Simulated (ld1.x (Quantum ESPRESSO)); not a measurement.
## Logarithmic derivatives: Ge (Z = 32), TM

```
Element                 : Ge (Z = 32)
Generator               : ld1.x (Quantum ESPRESSO) 7.5
Type                    : norm-conserving Troullier–Martins (Kleinman–Bylander form)
Functional              : PBE
Relativity              : scalar-relativistic
Frozen core             : [Ar]
Valence charge          : 14
Reference configuration : 3d10 4s2 4p2
Partial waves           : 4s (bound): rc 1.90 bohr; 4p (bound): rc 2.15 bohr; 3d (bound): rc 1.35 bohr
Local potential         : the d channel
Core correction         : none
```

The phase is arctan(r·u′/u) with u = r·R(r), unwrapped; energies in Ry, scanned from -4 to 5 Ry. A pole is an energy at which the radial function vanishes at the test radius. The pseudo phase is shifted by a multiple of π to meet the all-electron one at the reference energy, and phase errors are pseudo minus all-electron; the curves can meet again beyond the range given. Levels narrower than the energy grid can be missing from the lists of poles.

| channel | radius (bohr) | reference energy (Ry) | poles, all-electron | poles, pseudo | unbroken range about the reference energy with phases within 0.05 rad | phase error 1 Ry above the reference energy (rad) |
| --- | --- | --- | --- | --- | --- | --- |
| s | 2.35 | -0.86 | 0.62 | 0.59 | below 2.6 | -0.003 |
| p | 2.35 | -0.29 | 1.90 | 1.88 | below 4.6 | -0.001 |
| d | 2.35 | -2.15 | -2.12, 4.16 | -2.12, 4.83 | below 0.5 | +0.004 |

Note: ghost states, extra bound levels that the all-electron valence spectrum of the same l lacks: s at -271.6 eV, p at -79.8 eV. A true bound ghost makes a file unfit for plane-wave use.

Phases in the d channel:

```tsv
E (Ry)	all-electron	pseudo
-4.00	1.358	1.358
-3.76	1.351	1.351
-3.52	1.342	1.343
-3.28	1.332	1.333
-3.04	1.320	1.321
-2.80	1.303	1.304
-2.56	1.275	1.276
-2.32	1.177	1.178
-2.08	-1.662	-1.661
-1.84	-1.797	-1.795
-1.60	-1.834	-1.832
-1.36	-1.861	-1.857
-1.12	-1.886	-1.882
-0.88	-1.913	-1.908
-0.64	-1.945	-1.938
-0.40	-1.983	-1.973
-0.16	-2.031	-2.016
0.08	-2.094	-2.072
0.32	-2.180	-2.145
0.56	-2.304	-2.247
0.80	-2.491	-2.394
1.04	-2.782	-2.615
1.28	-3.193	-2.939
1.52	-3.631	-3.347
1.76	-3.967	-3.731
2.00	-4.188	-4.012
2.24	-4.332	-4.200
2.48	-4.431	-4.327
2.72	-4.502	-4.416
2.96	-4.556	-4.482
3.20	-4.599	-4.533
3.44	-4.634	-4.573
3.68	-4.663	-4.606
3.92	-4.689	-4.634
4.16	-4.713	-4.658
4.40	-4.734	-4.679
4.64	-4.755	-4.698
4.88	-4.775	-4.716
```
